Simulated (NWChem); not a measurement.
Species: GeBr cation, singlet

```xyz
2

Ge     0.0000     0.0000    -1.1674
Br     0.0000     0.0000     1.0676
```
Atoms are numbered in this order, from 1.

Low-valent species are run as closed-shell singlets; no triplet was tried in these runs. Geometry: optimised at B3LYP/6-31G* (spherical d).

Q: List the 4 lowest vertical singlet excitations from B3LYP/def2-SVP, TDA (NWChem).

A: 
```
state  energy (eV)  oscillator strength  leading excitation (squared amplitude)
-----  -----------  -------------------  --------------------------------------
S1            4.12                0.000                  HOMO−1 → LUMO+1 (0.50)
S2            4.32                0.000                    HOMO−1 → LUMO (0.50)
S3            4.32                0.000                  HOMO−1 → LUMO+1 (0.50)
S4            4.80                0.025                    HOMO−2 → LUMO (0.98)
```
